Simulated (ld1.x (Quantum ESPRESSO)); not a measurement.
## u(r) = r·R(r): atom against pseudo-atom (carbon)

Columns: radius, all-electron u(r) and pseudo u(r) of the 2p shell (level -5.40 eV) of carbon in the configuration [He] 2s1.75 2p2.25; PBE, scalar-relativistic, PAW scheme, ld1.x (Quantum ESPRESSO) 7.5.

```tsv
r (bohr)	all-electron	pseudo
0.100	0.0474	0.0103
0.200	0.1453	0.0405
0.300	0.2553	0.0886
0.400	0.3599	0.1513
0.500	0.4514	0.2244
0.600	0.5275	0.3033
0.700	0.5890	0.3830
0.800	0.6367	0.4591
0.900	0.6712	0.5276
1.000	0.6938	0.5852
1.100	0.7063	0.6300
1.200	0.7102	0.6611
1.300	0.7070	0.6788
1.400	0.6982	0.6843
1.500	0.6849	0.6796
1.600	0.6682	0.6671
1.700	0.6489	0.6491
1.800	0.6277	0.6279
1.900	0.6052	0.6052
2.000	0.5819	0.5819
2.100	0.5581	0.5581
2.200	0.5342	0.5342
2.300	0.5104	0.5104
2.400	0.4869	0.4869
2.500	0.4638	0.4638
2.600	0.4414	0.4414
```

Q: How many radial nodes do the two functions have?

A: The all-electron 2p function has n − l − 1 = 0; the pseudo-wave has 0.

Q: At about which radius was the pseudo-wave matched?

A: 2.00 bohr. The columns agree to 0.0005 from 1.70 bohr on; several derivatives are matched, so the curves merge somewhat inside the radius.

Q: Where does each function peak?

A: Outermost all-electron maximum near 1.20 bohr, pseudo maximum near 1.40 bohr (to the table’s step).

Q: Is the pseudo-wave norm-conserving?

A: No, it belongs to a PAW set: the norm inside the radius is not constrained, and the difference is carried by the augmentation charge.
